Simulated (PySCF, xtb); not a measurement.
1,2,4-triazole (C2H3N3), SMILES c1n[nH]cn1.

Harmonic wavenumbers (cm⁻¹) from GFN2-xTB run with xtb 6.7.1 at its own minimum, in rising order: 603, 652, 674, 818, 865, 927, 938, 1059, 1095, 1138, 1193, 1315, 1353, 1385, 1514, 3185, 3200, 3448.

Q: What does PySCF 2.14.0 with PBE-D3(BJ)/def2-SVP give at its own minimum? (An estimate is asked for; the answer gives what the named calculation found.)

A: 594, 672, 691, 805, 867, 931, 969, 1069, 1118, 1178, 1233, 1302, 1368, 1424, 1510, 3181, 3185, 3547. Paired by order, the mean absolute difference is 22 cm⁻¹ and the zero-point energies are 36.3 and 36.7 kcal/mol.
